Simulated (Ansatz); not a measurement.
Basis sets compared for Hg₃TeBr₄. Total charge 0; singlet. Geometry PBE-D4/def2-SVP. Ansatz on 6 threads of Intel Xeon on a shared host; times are rough, and most runs start from earlier orbitals.

```csv
atom,x (Å),y (Å),z (Å)
Hg1,-0.285,-1.393,1.683
Hg2,1.568,1.656,0.136
Hg3,-1.652,0.302,-1.590
Te4,-1.066,1.644,0.660
Br5,3.960,1.773,-0.445
Br6,-2.162,-2.503,0.497
Br7,1.825,-0.685,2.788
Br8,-2.187,-0.795,-3.729
```

In the def2 sets Hg, Te take a core potential; there is no spin–orbit coupling. The structure comes from a short search, and lower isomers may exist.

Binding counts from free atoms (Hg singlet, Te triplet, Br doublet) in the same basis, without a counterpoise term.

```json
{"level": "PBE-D4/def2-SVP", "functions": "250", "energy (Eh)": "-11022.6521", "HOMO (eV)": "-6.32", "LUMO (eV)": "-3.74", "binding per atom (eV)": "1.38", "wall time": "4.9 s"}
{"level": "PBE0-D4/def2-SVP", "functions": "250", "energy (Eh)": "-11022.9088", "HOMO (eV)": "-7.39", "LUMO (eV)": "-3.04", "binding per atom (eV)": "1.35", "wall time": "14 s"}
```

Estimate the rows for PBE-D4/def2-TZVP, PBE0-D4/def2-TZVP (with forces).


```csv
level,functions,energy (Eh),HOMO (eV),LUMO (eV),binding per atom (eV),wall time
PBE-D4/def2-TZVP,371,-11023.9513,-6.39,-3.78,1.45,8 s
PBE0-D4/def2-TZVP (with forces),371,-11024.2072,-7.40,-3.01,1.43,29 s
```
